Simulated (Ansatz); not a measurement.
Abridged output of a molecular run in Ansatz:

```
Functional definition: HF
1132 factors; integrals over basis functions are off by at most 1.3e-3 eV
mean field evaluation 1: about -66943.6465 eV, gradient 3.1e1 eV
mean field evaluation 2: about -66943.6898 eV, gradient 3.1e1 eV
mean field evaluation 4: about -66946.3252 eV, gradient 3.6e0 eV
mean field evaluation 8: about -66946.3726 eV, gradient 1.6e-1 eV
mean field evaluation 16: about -66946.3240 eV, gradient 4.7e-1 eV
mean field -66946.37271848 eV, -2460.2338195229 hartree, gradient 2.5e-6 eV, S^2 0.000000; 0 other end points of the search recorded, 0 dependent functions left out
16 core orbitals not correlated: weight in the atoms' cores, before any rotation towards them, 1.000 or more for the frozen orbitals, at most 0.000 for the correlated occupied ones
reference -66946.37271848 eV, -2460.2338195229 hartree; 17, 17 occupied and 80, 80 virtual orbitals, 1132 factors
second order -17.35347894 eV of doubles, -0.00000000 eV of singles
cycle   1  -17.84331962 eV  change   -4.9e-1 eV  update   1.0e-1
cycle   2  -18.43851209 eV  change   -6.0e-1 eV  update   3.1e-2
cycle   3  -18.52585126 eV  change   -8.7e-2 eV  update   1.4e-2
cycle   4  -18.51935007 eV  change    6.5e-3 eV  update   3.5e-3
cycle   5  -18.52034291 eV  change   -9.9e-4 eV  update   1.6e-3
cycle   6  -18.51989125 eV  change    4.5e-4 eV  update   5.5e-4
cycle   7  -18.51978867 eV  change    1.0e-4 eV  update   2.5e-4
cycle   8  -18.51983179 eV  change   -4.3e-5 eV  update   8.2e-5
cycle   9  -18.51984021 eV  change   -8.4e-6 eV  update   2.8e-5
perturbative correction -0.57937634 eV, -0.0212916877 hartree
Total energy: -66965.47193503 eV, -2460.9357027852 hartree
```

Its atoms:

Z-matrix (Å, degrees):
```
C
Si 1 1.911
N 1 1.468 2 98.2
H 1 1.096 2 114.6 3 -119.2
H 1 1.100 2 110.0 3 119.7
Ge 2 2.372 1 76.7 3 -15.8
H 2 1.488 1 116.2 3 -134.5
H 2 1.487 1 114.4 3 97.3
H 3 1.010 1 115.9 2 164.5
H 6 1.541 2 124.9 1 118.9
H 6 1.550 2 119.0 1 -97.3
```

Which basis set was used?
A. cc-pV(Q+d)Z
B. def2-TZVPPD
C. cc-pV(T+d)Z
D. def2-SVP

D. It gives 113 functions.

Write the keys of the input that set method, charge and spin (a neutral closed shell needs none for the last two).


```yaml
correlation: {method: ccsd_t}
```
